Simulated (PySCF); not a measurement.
The scaffold allenyl-X carries different groups X. All species are isolated molecules in the gas phase. One relaxed conformer stands for each flexible species; it need not be the lowest. Strings in code marks are SMILES.

Computed with PySCF with ωB97X-D3(BJ)/def2-TZVP // PBE0-D3(BJ)/def2-TZVP. All candidates: neutral, multiplicity 1. Delta-SCF ions had no search for a lower state. Excitations are Tamm–Dancoff values on a coarser integration grid. The basis has no diffuse functions, so Rydberg states are missing or too high.

```yaml
T1 excitation (TDA): 4.54 eV
vertical ionisation energy (Delta-SCF): 9.69 eV
brightest of the four lowest singlets (TDA): 7.34 eV
```

Identify which member has these values.
(A) `C=C=CC#N`
(B) `C=C=CSC`
(C) `C=C=C[SeH]`
(D) `C=C=CCl`

D, `C=C=CCl`. The others give `C=C=CC#N`: 4.19 eV, 10.47 eV, 6.86 eV; `C=C=C[SeH]`: 4.08 eV, 8.52 eV, 6.44 eV; `C=C=CSC`: 4.27 eV, 8.21 eV, 6.43 eV
